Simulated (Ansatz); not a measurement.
Geometry optimisation, Ansatz 0.2.0, RKS B3LYP/6-31G*.

The input (input.yaml):

```yaml
crystal:
  periodic: [false, false, false]
  atoms:
    - { symbol: B, position_ang: [0.0, 0.0, 0.0] }
    - { symbol: F, position_ang: [0.0, 0.0, 1.67] }
    - { symbol: H, position_ang: [1.0305, 0.0, -0.595] }
    - { symbol: F, position_ang: [-1.1431, 0.0, -0.66] }
    - { symbol: S, position_ang: [0.0915, -2.0763, 0.6906] }
    - { symbol: H, position_ang: [-0.666, -2.8867, -0.1635] }
    - { symbol: H, position_ang: [0.047, -1.0665, 1.6601] }
basis:
  gaussian: { orbitals: "6-31G*" }
hamiltonian:
  xc: b3lyp
relax:
  f_tol: 0.15
  max_steps: 25
  restrain:
    - { distance: [0, 4], at: 3.09, k: 30.0 }
    - { distance: [6, 1], at: 2.12, k: 30.0 }
    - { distance: [0, 1], at: 1.32, k: 30.0 }
    - { distance: [6, 4], at: 1.4, k: 30.0 }
```

Command:

```bash
$ ansatz run input.yaml --threads 1 --pin off --max-ram 2048MiB --backend cpu --events-out ev --progress --plain --runs-dir out
```

**Question.** Where does it end, and by what steps?

**Answer.** The forces met the threshold. The restraints hold the end off the free minimum. After 7 steps the energy has fallen by 3.761 eV (the restraints' own energy left out); S5 moved furthest, 0.66 Å.

| step | energy less start (eV) | largest force component (eV/Å) | accepted |
| --- | --- | --- | --- |
| 0 | 0.0000 | 5.068 | yes |
| 1 | -0.9575 | 2.900 | yes |
| 2 | -2.0699 | 3.002 | yes |
| 3 | -3.0861 | 1.957 | yes |
| 4 | -3.5922 | 1.432 | yes |
| 5 | -3.7362 | 0.660 | yes |
| 6 | -3.7483 | 0.714 | yes |
| 7 | -3.7613 | 0.743 | yes |

```xyz
7
Properties=species:S:1:pos:R:3
B 0.063 0.293 -0.026
F -0.070 0.395 1.291
H 1.101 0.522 -0.561
F -1.030 0.037 -0.726
S 0.305 -2.698 0.731
H -0.955 -2.870 0.275
H -0.054 -1.708 1.618
```

Time of the run: 21 s on 1 thread of Arm Neoverse V2, on a shared host, peak memory 0.14 GiB.
